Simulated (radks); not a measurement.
Values are calculated unless marked as measured or tabulated.
Spherical quantum dot in the effective-mass picture: electrons in a hard-walled sphere of radius 6.33, with a point charge +2 (a donor) at the centre, all in effective atomic units (hartree* = m*/eps^2 hartree, bohr* = eps/m* bohr), one dielectric constant everywhere. Level of theory: non-relativistic Kohn-Sham, r2SCAN, spin-polarised, spherical densities, generalised Kohn-Sham scheme (a radial shooting solver with Libxc functionals). Levels are named by radial order and angular momentum (1s, 1p, 1d, 2s, ...), and open shells are averaged over m. Results are scaled to m* = 0.046 and eps = 6.5, for which hartree* = 29.63 meV and bohr* = 7.478 nm.

N = 10, configuration 1s2 1p6 2s2. This is the lowest configuration that the search found. Occupied and some empty levels:

| level | occupation | eigenvalue (meV) | <r> (nm) |
|---|---|---|---|
| 1s | 2 | 40.944 | 7.942 |
| 2s | 2 | 49.995 | 30.81 |
| 1p | 6 | 51.361 | 31.78 |
| 1d | 0 | 55.281 | 33.19 |
| 1f | 0 | 60.501 | 34.25 |
| 1g | 0 | 66.932 | 35.12 |
| 2p | 0 | 68.572 | 23.82 |

Energy (meV): total 133.839, kinetic 151.83, external -319.98, Hartree 382.86, exchange-correlation -80.882.
